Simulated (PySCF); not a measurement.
C3H6F3NSi.
Numbering: `[CH2:1]=[N:2][Si@@H:3]([CH3:4])[C:5]([F:6])([F:7])[F:8]` (hydrogens: H9, H10 on C1; H11 on Si3; H12, H13, H14 on C4)

The same species was optimised twice, with GFN2-xTB and with PBE0-D3(BJ)/def2-SVP (PySCF), and the same property calculations (PySCF, gas phase) were run on both structures.

```json
{"coordinate": "N2–Si3 (Å)", "GFN2-xTB": "1.711", "PBE0-D3(BJ)/def2-SVP": "1.748", "change": "+0.037"}
{"coordinate": "Si3–C4 (Å)", "GFN2-xTB": "1.888", "PBE0-D3(BJ)/def2-SVP": "1.859", "change": "-0.029"}
{"coordinate": "Si3–C5 (Å)", "GFN2-xTB": "1.948", "PBE0-D3(BJ)/def2-SVP": "1.931", "change": "-0.017"}
{"coordinate": "C1=N2 (Å)", "GFN2-xTB": "1.249", "PBE0-D3(BJ)/def2-SVP": "1.262", "change": "+0.013"}
{"coordinate": "C5–F6 (Å)", "GFN2-xTB": "1.350", "PBE0-D3(BJ)/def2-SVP": "1.341", "change": "-0.009"}
{"coordinate": "C5–F8 (Å)", "GFN2-xTB": "1.345", "PBE0-D3(BJ)/def2-SVP": "1.341", "change": "-0.004"}
{"coordinate": "C5–F7 (Å)", "GFN2-xTB": "1.351", "PBE0-D3(BJ)/def2-SVP": "1.348", "change": "-0.003"}
{"coordinate": "C1–N2–Si3 (°)", "GFN2-xTB": "139.1", "PBE0-D3(BJ)/def2-SVP": "126.0", "change": "-13.1"}
{"coordinate": "N2–Si3–C5 (°)", "GFN2-xTB": "99.8", "PBE0-D3(BJ)/def2-SVP": "105.5", "change": "+5.7"}
{"coordinate": "N2–Si3–C4 (°)", "GFN2-xTB": "106.5", "PBE0-D3(BJ)/def2-SVP": "110.4", "change": "+3.9"}
{"coordinate": "Si3–C5–F8 (°)", "GFN2-xTB": "113.9", "PBE0-D3(BJ)/def2-SVP": "112.1", "change": "-1.8"}
{"coordinate": "F6–C5–F7 (°)", "GFN2-xTB": "105.6", "PBE0-D3(BJ)/def2-SVP": "107.1", "change": "+1.5"}
{"coordinate": "Si3–C5–F7 (°)", "GFN2-xTB": "111.5", "PBE0-D3(BJ)/def2-SVP": "110.2", "change": "-1.3"}
{"coordinate": "F6–C5–F8 (°)", "GFN2-xTB": "106.1", "PBE0-D3(BJ)/def2-SVP": "107.3", "change": "+1.2"}
{"coordinate": "F7–C5–F8 (°)", "GFN2-xTB": "105.9", "PBE0-D3(BJ)/def2-SVP": "106.9", "change": "+1.0"}
{"coordinate": "C1–N2–Si3–C4 (°)", "GFN2-xTB": "129", "PBE0-D3(BJ)/def2-SVP": "125", "change": "-4"}
{"coordinate": "N2–Si3–C5–F6 (°)", "GFN2-xTB": "60", "PBE0-D3(BJ)/def2-SVP": "59", "change": "-1"}
```

Rotational constants: A = 2221, B = 1325, C = 1034 MHz (GFN2-xTB) against A = 2292, B = 1293, C = 1022 MHz (PBE0-D3(BJ)/def2-SVP). Point groups within 0.08 Å: C1 and C1.

On the GFN2-xTB structure: lowest singlet, TDDFT (eV) 3.98 [wB97X-D/def2-SVPD]; lowest triplet, Tamm–Dancoff (eV) 3.44 [wB97X-D/def2-SVPD]; isotropic polarisability (au) 72.9 [wB97X-D/def2-SVPD]; HOMO (eV) -9.33 [wB97X-D/def2-SVPD]; LUMO (eV) 0.48 [wB97X-D/def2-SVPD]; dipole (D) 3.94 [wB97X-D/def2-SVPD].

Task: What do these properties become on the PBE0-D3(BJ)/def2-SVP structure?

Result: 
```csv
property,level,on GFN2-xTB,on PBE0-D3(BJ)/def2-SVP,change
"lowest singlet, TDDFT (eV)",wB97X-D/def2-SVPD,3.98,4.10,+0.12
"lowest triplet, Tamm–Dancoff (eV)",wB97X-D/def2-SVPD,3.44,3.54,+0.10
isotropic polarisability (au),wB97X-D/def2-SVPD,72.9,72.7,-0.2
HOMO (eV),wB97X-D/def2-SVPD,-9.33,-9.42,-0.09
LUMO (eV),wB97X-D/def2-SVPD,0.48,0.53,+0.05
dipole (D),wB97X-D/def2-SVPD,3.94,3.44,-0.50
"energy, GFN2-xTB geometry as zero (kcal/mol)",wB97X-D/def2-SVPD,0.0,-3.4,-3.4
```

The heavy atoms differ by 0.112 Å rms after alignment. Among bonds between heavy atoms N2–Si3 changes most (+0.037 Å). Changes are differences of the printed values. Neither structure is proved a minimum here.

Shape of the structure used: `[CH2:1]=[N:2][Si@@H:3]([CH3:4])[C:5]([F:6])([F:7])[F:8]`: C1–N2–Si3–C4 125°, N2–Si3–C5–F6 59°.

Note: wB97X-D ran without an empirical dispersion term, which enters the total energy and its gradient alone.
